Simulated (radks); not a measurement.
Results of a calculation; reference values are marked as such.
Task: Isoelectronic series with 26 electrons, each ion in its NIST ground configuration. Level of theory: scalar-relativistic Kohn-Sham, r2SCAN, spin-unpolarised, spherical densities, finite nucleus; meta-GGA in the generalised Kohn-Sham scheme; Fermi nuclear charge, rms radius of each element as measured or else 0.836 A^(1/3) + 0.57 fm (a radial shooting solver on a logarithmic mesh with Libxc functionals). Total energies (hartree) and orbital eigenvalues (hartree) (* marks an orbital that is empty in some or all of the ions):

| ion | configuration | E (hartree) | 4s* | 3d | 3p | 3s |
|---|---|---|---|---|---|---|
| Fe | [Ar] 3d6 4s2 | -1272.62861 | -0.20237 | -0.27831 | -2.27978 | -3.57831 |
| Co+ | [Ar] 3d8 | -1393.11172 | -0.38942 | -0.44579 | -2.60597 | -4.00257 |
| Ni2+ | [Ar] 3d8 | -1519.78488 | -0.76429 | -1.04385 | -3.42811 | -4.93989 |
| Cu3+ | [Ar] 3d8 | -1652.58273 | -1.22613 | -1.80465 | -4.42044 | -6.05423 |
| Zn4+ | [Ar] 3d8 | -1791.48930 | -1.76662 | -2.70812 | -5.55902 | -7.32060 |
| Ga5+ | [Ar] 3d8 | -1936.50268 | -2.38140 | -3.74376 | -6.83195 | -8.72642 |
| Ge6+ | [Ar] 3d8 | -2087.62955 | -3.06793 | -4.90555 | -8.23270 | -10.26478 |
| As7+ | [Ar] 3d8 | -2244.88200 | -3.82461 | -6.18976 | -9.75741 | -11.93163 |
| Se8+ | [Ar] 3d8 | -2408.27479 | -4.65044 | -7.59390 | -11.40366 | -13.72452 |
| Br9+ | [Ar] 3d8 | -2577.82603 | -5.54473 | -9.11626 | -13.16987 | -15.64192 |
| Rb11+ | [Ar] 3d8 | -2935.48497 | -7.53711 | -12.51098 | -17.05830 | -19.84695 |
| Sr12+ | [Ar] 3d8 | -3123.63766 | -8.63476 | -14.38172 | -19.17932 | -22.13379 |
| Zr14+ | [Ar] 3d8 | -3518.71316 | -11.03260 | -18.46721 | -23.77341 | -27.07588 |
| Nb15+ | [Ar] 3d8 | -3725.68893 | -12.33284 | -20.68121 | -26.24620 | -29.73146 |
| Mo16+ | [Ar] 3d8 | -3938.99416 | -13.70075 | -23.00899 | -28.83613 | -32.51049 |

Estimate the row of Kr10+ ([Ar] 3d8).

Result: E (hartree) -2753.55547; 4s* -6.50704; 3d -10.75559; 3p -15.05499; 3s -17.68291.
